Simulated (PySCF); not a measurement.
C₂H₁₀O₂Si₂, SMILES O([Si@@H](O)C[SiH3])C.

Geometry: B3LYP-D3(BJ)/def2-SVP. The structure was generated by enumeration; whether it is a known compound was not checked. Other conformers were not sampled.

Two levels are set side by side: PBE/def2-TZVP (PySCF) and M06-2X/def2-TZVP (PySCF). Same geometry, gas phase. Differences are taken from unrounded values.

| quantity | M06-2X | PBE | PBE minus M06-2X |
|---|---|---|---|
| orbital gap (eV) | 10.72 | 6.28 | -4.45 |
| highest occupied level (eV) | -9.61 | -6.68 | 2.92 |
| lowest empty level (eV) | 1.12 | -0.40 | -1.52 |
| dipole moment (D) | 0.37 | 0.30 | -0.07 |
| mean polarisability (bohr³) | 80.9 | 85.9 | 5.0 |

PBE's occupied levels lie high since its potential decays too fast outside the molecule; exact exchange lowers them and widens the gap. Loosely held outer electrons make PBE densities more polarisable. Differences between two approximate levels are no errors against the true value.

Rough cost on one machine, each run with all the roots and properties that it gave: M06-2X against PBE about 3 times.
